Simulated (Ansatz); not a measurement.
`OCB(F)S`, relaxed with RKS PBE0-D4/def2-TZVP in Ansatz from a PBE-D4/def2-SVP geometry. The force threshold is 0.005 eV/Å; the program also tests the step.

The species carries charge 0 and has multiplicity 1.

Start:

```xyz
9

O    -0.898    1.614   -0.466
C    -0.035    0.493   -0.558
B    -0.047   -0.454    0.713
F    -1.032   -0.298    1.614
S     1.116   -1.811    1.028
H    -1.727    1.306   -0.055
H     0.997    0.876   -0.728
H    -0.243   -0.143   -1.463
H     1.869   -1.584   -0.085
```

```csv
step,energy (eV),largest force (eV/Å),largest move (Å)
1,-17372.3678,0.582,0.000
2,-17372.3982,0.244,0.024
3,-17372.3989,0.313,0.034
4,-17372.4048,0.044,0.026
5,-17372.4051,0.025,0.007
6,-17372.4058,0.060,0.031
7,-17372.4062,0.079,0.019
8,-17372.4067,0.128,0.032
9,-17372.4073,0.014,0.029
10 (rejected),-17372.4070,0.055,0.008
11,-17372.4073,0.004,0.004
12,-17372.4075,0.020,0.021
13 (rejected),-17372.4068,0.093,0.039
14,-17372.4075,0.006,0.006
15,-17372.4075,0.005,0.002
16,-17372.4075,0.006,0.006
17,-17372.4075,0.004,0.001
```

End:

```xyz
9

O    -0.954    1.545   -0.548
C    -0.032    0.475   -0.578
B    -0.063   -0.457    0.685
F    -1.041   -0.284    1.574
S     1.103   -1.786    1.024
H    -1.645    1.339    0.086
H     0.974    0.896   -0.700
H    -0.194   -0.151   -1.472
H     1.852   -1.577   -0.071
```

It took 90 s on 2 threads of an Arm Neoverse V1 on a shared host, with 0.42 GiB of host memory at the peak.
